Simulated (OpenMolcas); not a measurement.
# Mn2+: ligand-field states by method

Mn2+ with its 6 nearest chloride ions at 2.671 Å, on the Na site of NaCl (a = 5.64056 Å, distance in the model lattice 2.820 Å). The rest of the host is ab initio model potentials to 7.6 Å, with orthogonalisation functions on the cations behind the ligands, and point charges beyond; the distance is set by hand and nothing relaxes, and no local charge compensation is placed. Ligand basis ANO-RCC-VDZP.
```
Mn    0.0000    0.0000    0.0000
Cl    2.6710    0.0000    0.0000
Cl    0.0000    2.6710    0.0000
Cl   -2.6710    0.0000    0.0000
Cl    0.0000   -2.6710    0.0000
Cl    0.0000    0.0000    2.6710
Cl    0.0000    0.0000   -2.6710
```

| Property | Result |
| --- | --- |
| Program | OpenMolcas |
| Basis | ANO-RCC-VTZP [6s5p3d2f1g] |
| Scalar Hamiltonian | DKH2, point nucleus |
| Active space | 5 electrons in 5 orbitals (3d) |
| State averaging | 2S+1 = 6 even, 1 root; 2S+1 = 4 even, 24 roots; 2S+1 = 2 even, 75 roots |
| Spin-orbit coupling | RASSI with atomic mean-field integrals over the reference wave functions |

I. CASSCF
II. SS-CASPT2, IPEA 0.25 Eh, imaginary shift 0.1 Eh (closed shells correlated: 3s 3p and the ligand valence shells)

Spin-free states (labels of O, the rotations of Oh) in cm-1, each column counted from its own energy of the first state listed:

```tsv
State	Degeneracy	I	II
6A1	1	0	0
4T1	3	29271	23890
4T2	3	30899	25080
4E	2	31249	25640
4A1	1	31254	25890
4T1	3	37866	32990
4T2	3	38173	29990
4E	2	38828	30880
2T2	3	41570	33430
2A2	1	42875	34920
2T1	3	43050	35390
2T2	3	43568	35590
2E	2	44022	36600
2A1	1	44368	37190
2T2	3	47716	37660
2E	2	49179	38780
2T1	3	50683	40270
4T1	3	52240	42580
2T2	3	52255	42680
4A2	1	52328	42050
```

From I to II, I's first state of another spin (4T1) moves from 29271 to 23890 cm-1, by about -5400 cm-1.

I: A least-squares ligand-field fit to the states below 45000 cm-1, each weighted by its degeneracy and with a free common offset, gives 10Dq = 3971 cm-1, B = 1088 cm-1 and C = 4041 cm-1 (C/B = 3.71), with an rms deviation of 39 cm-1. The same method and metal basis give the free ion B = 1117 cm-1 (fit to its terms below 60000 cm-1, rms deviation 53 cm-1), so the nephelauxetic ratio is β = 1088 / 1117 = 0.97; it hangs on how both fits weigh the states, and computed free-ion B values tend to be too large, so β mixes covalency with correlation.

χT at 300 K: I 4.39, II 4.39 cm3 K/mol.

Roots that are degenerate in the reference are averaged as groups; the widest CASPT2 spread within a group is 84 cm-1 (the 3-fold group of multiplicity 2 near 48900 cm-1 above the lowest state of its run, II). Shifts and gaps below about the spread of the groups concerned are not significant. Over all roots computed the reference weight is 0.67 to 0.69 in II; a low but even weight reflects the number of correlated electrons. Ligand-to-metal charge-transfer states are missing. With no ligand orbital active B as a rule stays too high, so bands that hang on it stand too high and its fall with covalency is understated. Without dynamic correlation the repulsion within the d shell is too large (B by tens of per cent), so at a given field states of lower spin stand too high (holds for I). With metal d orbitals alone and no dynamic correlation the field as a rule comes out too small, by tens of per cent, by up to half for chloride and softer ligands (holds for I). These CASPT2 states fit no ligand-field parameters well, so their order and spin gaps are uncertain (holds for II). With one d shell and no ligand orbital active, 10Dq can be off by tens of per cent for divalent 3d ions, low with halides held by bare charges and at times high in hosts (holds for II). Free-ion shares, where given, are those of the reference states; single-state CASPT2 does not remix them (holds for II). No measured value stands beside these numbers; the geometry was set by hand and not optimised.
